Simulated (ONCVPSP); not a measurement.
## Ge (Z = 32): excitation energies, all-electron against ONCV

germanium (Ge), optimised norm-conserving Vanderbilt (ONCV), made with ONCVPSP 4.0.1 (PBEsol, scalar-relativistic). Core [Ar], reference 3d10 4s1.5 4p2.5. Waves: 4s: rc 1.65 bohr, ncon 4, nbas 8, qcut 3.7 1/bohr, 2 projectors, debl 2.5 Ha; 4p: rc 1.75 bohr, ncon 3, nbas 7, qcut 5 1/bohr, 2 projectors, debl 3.9 Ha; 3d: rc 0.75 bohr, ncon 4, nbas 8, qcut 24.7 1/bohr, 1 projector. Local part: polynomial inside 0.60 bohr (lpopt 5, dvloc0 6 Ha). Core correction: Teter function fitted to the true core (icmod 2), fcfact 0.15.

Energies are relative to the spin-unpolarised reference configuration 3d10 4s1.5 4p2.5; without spin polarisation the order of configurations can differ from experiment.

```
valence configuration  charge  ΔE all-electron (eV)  error AE − PS (meV)
         3d10 4s2 4p2       0                -3.957                 -0.1
         3d10 4s2 4p1      +1                 3.496                 -1.7
          3d9 4s2 4p2      +1                34.734                 -430
```

Task: What are ΔE and the potential's error for 3d10 4s2 4p0?

Result: ΔE = 18.945 eV all-electron; the error (AE − PS) is -6.7 meV.

Note: ghosts flagged at negative energy: s at -244.2 eV; GHOST(+) flagged for p at 51.4 eV. A true bound ghost makes a file unfit for plane-wave use.
